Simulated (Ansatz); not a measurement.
Geometry optimisation, RKS B3LYP-D4/def2-SVP in Ansatz 0.2.0.

Input file:

```yaml
crystal:
  periodic: [false, false, false]
  atoms:
    - { symbol: "N", position_ang: [-0.0109, 1.55876, -0.39475] }
    - { symbol: Si, position_ang: [-0.41008, 0.02167, 0.25565] }
    - { symbol: O, position_ang: [-0.09206, 0.17357, 1.84541] }
    - { symbol: Si, position_ang: [0.39146, -1.84359, -0.65994] }
    - { symbol: H, position_ang: [0.36058, 2.33577, 0.12759] }
    - { symbol: H, position_ang: [-0.14782, 1.78672, -1.36162] }
    - { symbol: H, position_ang: [0.39829, 0.90795, 2.20873] }
    - { symbol: H, position_ang: [-0.26204, -3.00522, -0.01217] }
    - { symbol: H, position_ang: [-0.22745, -1.93563, -2.0089] }
basis:
  gaussian: { orbitals: def2-SVP }
hamiltonian:
  xc: b3lyp
  dispersion: d4
relax:
  f_tol: 0.015
  max_steps: 40
```

Command:

```bash
$ ansatz run input.yaml --threads 1 --pin off --max-ram 2048MiB --backend cpu --events-out ev --progress --plain --runs-dir out
```

**Question.** Where does it end, and by what steps?

**Answer.** The run converged. After 14 steps the energy has fallen by 0.297 eV; Si2 moved furthest, 0.47 Å.

```csv
step,energy less start (eV),largest force component (eV/Å),accepted
0,0.0000,1.087,yes
1,-0.1892,0.631,yes
2,-0.2488,0.702,yes
3,-0.2723,0.428,yes
4,-0.2654,0.628,no
5,-0.2910,0.188,yes
6,-0.2940,0.156,yes
7,-0.2921,0.228,no
8,-0.2960,0.113,yes
9,-0.2965,0.063,yes
10,-0.2967,0.026,yes
11,-0.2969,0.024,yes
12,-0.2970,0.018,yes
13,-0.2970,0.022,no
14,-0.2970,0.013,yes
```

```xyz
9
Properties=species:S:1:pos:R:3
N 0.005 1.462 -0.431
Si 0.042 -0.084 0.292
O 0.142 0.116 1.932
Si 0.549 -2.029 -0.797
H 0.072 2.360 0.040
H -0.087 1.561 -1.438
H 0.118 0.992 2.338
H -0.485 -2.806 0.006
H -0.355 -1.571 -1.942
```

Whether the end is a true minimum wasn't checked by a vibrational analysis.

Time of the run: 27 s on 1 thread of Intel(R) Xeon(R) 6975P-C (Granite Rapids), with other jobs on the host, peak memory 0.18 GiB.
